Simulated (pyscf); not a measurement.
Single points on ωB97X-D3(BJ)/def2-SVP structures (PySCF, gas phase). Correlated levels are frozen-core, on RHF or UHF. ΔMP2 is the change of the MP2 total energy from the triple- to the quadruple-zeta basis. Singlets are restricted, triplets unrestricted.

Singlet (Å):
```xyz
3

Ge     0.7517    -0.1592    -0.1488
H      0.0748    -0.4201    -1.5640
H      0.1080     1.2925    -0.0656
```

Triplet (Å):
```xyz
3

Ge     0.7342     1.1464     0.1282
H      1.5869     0.7593    -1.0954
H     -0.2333     0.1132     0.7369
```

Problem. For these two minima of GeH₂, which spin state lies lower at CCSD(T)/def2-TZVPP + ΔMP2(QZVPP), and by how much (electronic energies)?

Solution. The singlet, by 24.9 kcal/mol. Zero-point energy shifts E(triplet) − E(singlet) by +0.2 kcal/mol. 

E(triplet) − E(singlet) by level (kcal/mol):

```
level                               gap
--------------------------------  -----
ωB97X-D3(BJ)/def2-TZVP            +27.2
PBE/def2-TZVP                     +23.5
r²SCAN/def2-TZVP                  +18.1
B3LYP-D3(BJ)/def2-TZVP            +26.7
PBE0-D3(BJ)/def2-TZVP             +21.4
M06-2X/def2-TZVP                  +20.2
ωB97M-D3(BJ)/def2-TZVP            +26.3
HF/def2-TZVP                       +9.2
MP2/def2-QZVPP                    +22.1
CCSD/def2-TZVPP                   +22.2
CCSD(T)/def2-TZVPP                +22.6
CCSD(T)/def2-TZVPP + ΔMP2(QZVPP)  +24.9
```

The triplet is the lowest one reached from the SCF start used. The CCSD(T) − MP2 part came from Ansatz, without density fitting, on the same reference. The frozen core leaves the outer d or s,p core shells of the metals and heavy elements correlated in the MP2 and CC values, and def2-TZVPP describes them poorly, which can shift differences by a few kcal/mol. Elements up to Kr have no core potential and no relativistic terms here.
